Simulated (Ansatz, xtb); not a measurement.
# GeH9NOSi2: 4 structures ranked

4 gas-phase structures of GeH9NOSi2, from a drawn sample of its isomers (lower ones may exist). Each was relaxed with GFN2-xTB; where two conformers were screened, the lower at r2SCAN-D4/def2-SVP is listed:

A. `O[SiH2]N[SiH2][GeH3]`, a singlet
B. `O[Si@@H]([GeH3])N[SiH3]`, a singlet
C. a singlet given by its coordinates
D. `O[SiH2][N]([SiH3])[GeH3]`, a singlet

C (Å):

```xyz
14

Ge   -0.7980   -0.8985   -1.2106
N    -0.6212    0.6179   -0.1823
O    -3.1382    0.1473   -0.2090
Si   -2.1089    1.2590    0.3988
Si    0.8661    1.4712    0.0606
H    -4.0727    0.2168   -0.0353
H    -2.4144    2.5757   -0.1637
H    -2.1691    1.2505    1.8606
H     1.9557    0.5332   -0.2108
H     0.8818    1.9336    1.4510
H     0.9442    2.6281   -0.8422
H    -1.3980   -1.9995   -0.3946
H     0.5955   -1.2778   -1.6267
H    -1.6254   -0.6208   -2.4265
```

Close contacts (Å): Ge1–N2 1.84, Ge1–Si4 2.99, N2–Si4 1.72, N2–Si5 1.73, O3–Si4 1.63, Ge1–H12 1.50, Ge1–H13 1.50, Ge1–H14 1.50, O3–H6 0.95, Si4–H7 1.46, Si4–H8 1.46, Si5–H9 1.46, Si5–H10 1.47, Si5–H11 1.47.

Task: Make a reasoned guess at their ranking by r2SCAN-D4/def2-SVP single-point energy.

Result: Calculated order at r2SCAN-D4/def2-SVP: B (0.000), D (0.004), C (0.042), A (0.048) eV. Less than 1 kcal/mol parts B and D; D and C; C and A, so the order within those pairs means little. CCSD(T)/def2-SVP + ΔMP2/def2-TZVPP after further relaxation puts D lowest instead.

Energies above the lowest of each column, in eV; the last columns are at PBE-D3(BJ)/def2-SVP geometries and were run for some of them only (a dash: not run or not comparable):

```csv
structure,GFN2-xTB,HF/STO-3G,r2SCAN-D4/def2-SVP,PBE-D3(BJ)/def2-SVP,CCSD(T)/def2-SVP + ΔMP2/def2-TZVPP
B,0.190,0.080,0.000,0.056,0.121
D,0.102,0.031,0.004,0.136,0.000
C,0.000,0.000,0.042,–,–
A,0.170,0.109,0.048,0.000,0.065
```

CCSD(T)/def2-SVP + ΔMP2/def2-TZVPP puts D lowest of those it was run on; GFN2-xTB picks C, HF/STO-3G picks C, PBE-D3(BJ)/def2-SVP picks A. CCSD(T)/def2-SVP + ΔMP2/def2-TZVPP orders those it was run on as D (0.000), A (0.065), B (0.121) eV. Flexible structures stand in one conformer each, not always the lowest. A keeps a small imaginary mode. Frequencies (GFN2-xTB) were run for A, B, D alone. ΔMP2 is the change of the MP2 energy from the smaller to the larger basis.

Over these structures GFN2-xTB departs from r2SCAN-D4/def2-SVP by 0.067 eV on average once a common shift is removed. A GFN2-xTB relaxation took about 0.62 s and the r2SCAN-D4/def2-SVP energy about 6.9 s on a shared host (Ansatz 0.2.0, xtb 6.7.1).
